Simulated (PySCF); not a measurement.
## Which determinant of MoH lies lowest?

Unrestricted PBE0; PySCF, scalar-relativistic core potentials, basis sets Mo def2-TZVPP with ECP28, H def2-TZVPP. Outer shells of the fragments: Mo 4d5 5s1; H 1s1.

Followed along the bond (rough minima from three points):

```csv
2Ms+1,unpaired,⟨S²⟩ at the start,R at minimum (Å),Te (eV)
6,"σ ↑, π ↑↑, δ ↑↑",8.77,1.72,0.00
4,"σ ↓, π ↑↑, δ ↑↑",4.76,1.69,1.54
4,"σ ↑, π ↑↑, δ ↑↓",4.76,1.70,1.60
2,"σ ↓, π ↑↑, δ ↑↓",2.75,1.70,2.00
```

Solutions found at the starting distance of 1.615 Å, counted from the lowest of them; the search is not exhaustive and high or unbound solutions are not listed, so other states can lie among these:

```tsv
2Ms+1	unpaired	term	E (eV)	⟨S²⟩	⟨Lz²⟩	μ (D)
6	σ ↑, π ↑↑, δ ↑↑	⁶Σ⁺	0.00	8.77	0.00	-2.37
4	σ ↓, π ↑↑, δ ↑↑	mixed	1.52	4.76	0.00	-1.96
4	σ ↑, π ↑↑, δ ↑↓	mixed	1.59	4.76	8.01	-2.13
4	π ↑↑, δ ↑	⁴Δ	1.95	3.77	4.00	-2.00
2	σ ↓, π ↑↑, δ ↑↓	mixed	1.98	2.75	8.01	-2.33
4	π ↑, δ ↑↑	mixed	2.05	3.78	1.67	-2.22
4	π ↑↑, δ ↑	⁴Δ	2.64	3.76	4.01	-2.90
6	σ ↑↑, π ↑, δ ↑↑	⁶Π	2.66	8.75	1.00	0.39
2	σ ↓, π ↑↑	mixed	2.68	1.76	8.00	-2.33
4	π ↑, δ ↑↑	mixed	2.69	3.76	2.34	-2.49
```

A term symbol is given only where ⟨S²⟩ and ⟨Lz²⟩ are close to those of a pure state; real π, δ and φ orbitals otherwise mix terms. A positive dipole means Mo(−)H(+).

Spin–orbit coupling is left out. The state is the lowest single determinant that the PBE0 search found; with open d or f shells the true ground state can be another one.
